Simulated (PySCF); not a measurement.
An element was calculated at PBE (PySCF 2.14, spin-free X2C, a quadruple-zeta basis, no spin-orbit coupling), in the ground configurations that NIST lists.

```
first ionisation energy  : 8.965 eV
second ionisation energy : 16.474 eV
third ionisation energy  : 24.726 eV
```

Q: Which element is it?

A: Antimony (Sb, Z = 51), in x2c-QZVPPall. NIST lists 8.608, 16.626 ± 0.025, 25.323 eV for these ionisation energies.
